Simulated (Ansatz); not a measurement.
Ansatz (a program for electronic structure) input for Ge(I)(SH) (GeHIS), SMILES [SH][Ge][I] (connectivity only; charge and spin as stated), neutral, multiplicity 1, PBE0-D3(BJ)/def2-SVP. 

Ansatz 0.2 input:
```yaml
crystal:
  periodic: [false, false, false]
  atoms:
    - {symbol: Ge, position_ang: [0.83432084, -1.00689012, -0.00000000]}
    - {symbol: I, position_ang: [-0.17372586, 1.33988958, 0.00000000]}
    - {symbol: S, position_ang: [-1.06594386, -2.21311500, -0.00000000]}
    - {symbol: H, position_ang: [-0.43569454, -3.38382378, 0.00000000]}
basis:
  gaussian:
    orbitals: def2-SVP
hamiltonian:
  xc: pbe0
  dispersion: d3bj
relax: {f_tol: 0.002, max_steps: 200}
```

Output:

```
WARN ansatz: RAYON_NUM_THREADS=1 ignored (pool sized by the plan → 1); use --threads N
Functional definition: PBE0
integrals: 0.03 GiB planned
936 factors; integrals over basis functions are off by at most 2.4e-4 eV
mean field: 0.37 GiB planned
mean field evaluation 1: about -75450.7010 eV, gradient 1.7e1 eV
mean field evaluation 2: about -75449.0214 eV, gradient 2.9e1 eV
mean field evaluation 4: about -75451.5178 eV, gradient 7.0e-1 eV
mean field evaluation 8: about -75451.5292 eV, gradient 1.3e-2 eV
mean field evaluation 16: about -75451.5292 eV, gradient 1.1e-5 eV
mean field -75451.52919238 eV, -2772.7925549365 hartree, gradient 1.1e-5 eV, S^2 0.000000; 0 other end points of the search recorded, 0 dependent functions left out
the calculation of the forces begins
reference -75451.52921259 eV, -2772.7925556795 hartree; 37, 37 occupied and 44, 44 virtual orbitals, 936 factors
relax step   1: F+E_penalty+E_count = -75451.65747480 eV  Δ(F+E_penalty+E_count) = +0.000e0 eV  max|allowed force component| = 7.893e-1 eV/Å  Δτ_max = 0.0000 Å  (29 SCF iters, accepted)
these checks for a lower state are left out or cut short: starts, cluster_reference, orbital_swaps, neighbouring_geometries, increment
integrals: 0.03 GiB planned
936 factors; integrals over basis functions are off by at most 2.2e-4 eV
mean field: 0.37 GiB planned
mean field -75451.52586740 eV, -2772.7924327458 hartree, gradient 9.2e-6 eV, S^2 0.000000; 0 other end points of the search recorded, 0 dependent functions left out
the calculation of the forces begins
reference -75451.52588727 eV, -2772.7924334762 hartree; 37, 37 occupied and 44, 44 virtual orbitals, 936 factors
relax step   2: F+E_penalty+E_count = -75451.65636241 eV  Δ(F+E_penalty+E_count) = +1.112e-3 eV  max|allowed force component| = 3.500e-1 eV/Å  Δτ_max = 0.0855 Å  (32 SCF iters, rejected (line search))
these checks for a lower state are left out or cut short: starts, cluster_reference, orbital_swaps, neighbouring_geometries, increment
integrals: 0.03 GiB planned
936 factors; integrals over basis functions are off by at most 2.3e-4 eV
mean field: 0.37 GiB planned
mean field evaluation 32: about -75451.5413 eV, gradient 8.8e-6 eV
mean field -75451.54126136 eV, -2772.7929984635 hartree, gradient 8.8e-6 eV, S^2 0.000000; 0 other end points of the search recorded, 0 dependent functions left out
the calculation of the forces begins
reference -75451.54128145 eV, -2772.7929992016 hartree; 37, 37 occupied and 44, 44 virtual orbitals, 936 factors
relax step   3: F+E_penalty+E_count = -75451.67067051 eV  Δ(F+E_penalty+E_count) = -1.320e-2 eV  max|allowed force component| = 3.916e-1 eV/Å  Δτ_max = 0.0427 Å  (32 SCF iters, accepted)
these checks for a lower state are left out or cut short: starts, cluster_reference, orbital_swaps, neighbouring_geometries, increment
integrals: 0.03 GiB planned
936 factors; integrals over basis functions are off by at most 2.3e-4 eV
mean field: 0.37 GiB planned
mean field -75451.54318666 eV, -2772.7930692170 hartree, gradient 8.9e-6 eV, S^2 0.000000; 0 other end points of the search recorded, 0 dependent functions left out
the calculation of the forces begins
reference -75451.54320675 eV, -2772.7930699554 hartree; 37, 37 occupied and 44, 44 virtual orbitals, 936 factors
relax step   4: F+E_penalty+E_count = -75451.67273758 eV  Δ(F+E_penalty+E_count) = -2.067e-3 eV  max|allowed force component| = 2.480e-1 eV/Å  Δτ_max = 0.0089 Å  (34 SCF iters, accepted)
these checks for a lower state are left out or cut short: starts, cluster_reference, orbital_swaps, neighbouring_geometries, increment
integrals: 0.03 GiB planned
936 factors; integrals over basis functions are off by at most 2.3e-4 eV
mean field: 0.37 GiB planned
mean field -75451.54496035 eV, -2772.7931343988 hartree, gradient 8.9e-6 eV, S^2 0.000000; 0 other end points of the search recorded, 0 dependent functions left out
the calculation of the forces begins
reference -75451.54498047 eV, -2772.7931351381 hartree; 37, 37 occupied and 44, 44 virtual orbitals, 936 factors
relax step   5: F+E_penalty+E_count = -75451.67444380 eV  Δ(F+E_penalty+E_count) = -1.706e-3 eV  max|allowed force component| = 7.066e-3 eV/Å  Δτ_max = 0.0125 Å  (34 SCF iters, accepted)
these checks for a lower state are left out or cut short: starts, cluster_reference, orbital_swaps, neighbouring_geometries, increment
integrals: 0.03 GiB planned
936 factors; integrals over basis functions are off by at most 2.3e-4 eV
mean field: 0.37 GiB planned
mean field -75451.54499166 eV, -2772.7931355495 hartree, gradient 3.5e-5 eV, S^2 0.000000; 0 other end points of the search recorded, 0 dependent functions left out
the calculation of the forces begins
reference -75451.54501178 eV, -2772.7931362889 hartree; 37, 37 occupied and 44, 44 virtual orbitals, 936 factors
relax step   6: F+E_penalty+E_count = -75451.67444820 eV  Δ(F+E_penalty+E_count) = -4.402e-6 eV  max|allowed force component| = 2.616e-3 eV/Å  Δτ_max = 0.0010 Å  (21 SCF iters, accepted)
these checks for a lower state are left out or cut short: starts, cluster_reference, orbital_swaps, neighbouring_geometries, increment
integrals: 0.03 GiB planned
936 factors; integrals over basis functions are off by at most 2.3e-4 eV
mean field: 0.37 GiB planned
mean field -75451.54499083 eV, -2772.7931355191 hartree, gradient 1.2e-5 eV, S^2 0.000000; 0 other end points of the search recorded, 0 dependent functions left out
the calculation of the forces begins
reference -75451.54501095 eV, -2772.7931362584 hartree; 37, 37 occupied and 44, 44 virtual orbitals, 936 factors
relax step   7: F+E_penalty+E_count = -75451.67444844 eV  Δ(F+E_penalty+E_count) = -2.404e-7 eV  max|allowed force component| = 1.622e-4 eV/Å  Δτ_max = 0.0001 Å  (21 SCF iters, accepted)
integrals: 0.03 GiB planned
936 factors; integrals over basis functions are off by at most 2.3e-4 eV
mean field: 0.37 GiB planned
mean field evaluation 64: about -75451.5331 eV, gradient 6.8e-1 eV
mean field -75451.54499083 eV, -2772.7931355191 hartree, gradient 1.2e-5 eV, S^2 0.000000; 1 other end points of the search recorded, 0 dependent functions left out
the calculation of the forces begins
reference -75451.54501095 eV, -2772.7931362584 hartree; 37, 37 occupied and 44, 44 virtual orbitals, 936 factors
Total energy: -75451.67446856 eV, -2772.7978937378 hartree
Atom 0 at     0.860669    -1.027367     0.000000 Å, force     0.000111     0.000162    -0.000000 eV/Å
Atom 1 at    -0.200963     1.306787    -0.000000 Å, force     0.000006    -0.000099    -0.000000 eV/Å
Atom 2 at    -1.061691    -2.170049     0.000000 Å, force    -0.000062    -0.000043     0.000000 eV/Å
Atom 3 at    -0.439058    -3.373311    -0.000000 Å, force    -0.000055    -0.000021    -0.000000 eV/Å
Dipole moment:     0.278048    -0.444258    -0.000000 e Å
```

The calculation finished and met its thresholds.
